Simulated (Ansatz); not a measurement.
Calculated with Ansatz (gas phase, PBE0-D4/def2-TZVP geometries, no zero-point term in ΔE). CBS: MP2 limit from def2 TZ/QZ plus the TZ coupled-cluster correction, frozen cores. Functionals use def2-TZVPP. B3LYP here is the variant with VWN-RPA as its local correlation; programs differ in this. For Ga outer-core shells are correlated without core-valence functions, which leaves a few kJ/mol of doubt a bond. Scalar relativity is left out up to krypton.

`B[Si](F)(F)F` + `[F][Ga]([F])[SiH3]` → `B[Si](F)(F)[SiH3]` + `[F][Ga]([F])[F]`  (redistribution)

```csv
species,B3LYP-D4 energy (Eh)
`B[Si](F)(F)F`,-615.43356
`[F][Ga]([F])[SiH3]`,-2416.11030
`B[Si](F)(F)[SiH3]`,-806.79492
`[F][Ga]([F])[F]`,-2224.69205
```

Work out ΔE.

ΔE = (-806.79492) + (-2224.69205) − (-615.43356) − (-2416.11030) = 0.05689 Eh = +149.4 kJ/mol. CCSD(T)/CBS gives +153.3 kJ/mol.

Largest T1 diagnostic among the species: 0.015.

At CCSD(T), def2-SVP lies −33.0 kJ/mol from the extrapolated value and def2-TZVPP −10.4 kJ/mol. From BLYP to BHLYP (50 % exact exchange), in def2-TZVPP and without D4, ΔE moves by +7.7 kJ/mol. Leaving LDA and LC-ωPBE aside and taking each functional with its dispersion term where it has one, the values, not all of them listed here, spread over 20.1 kJ/mol, from revPBE-D4 to BHLYP-D4. LDA lies +10.5 kJ/mol from PBE without D4.
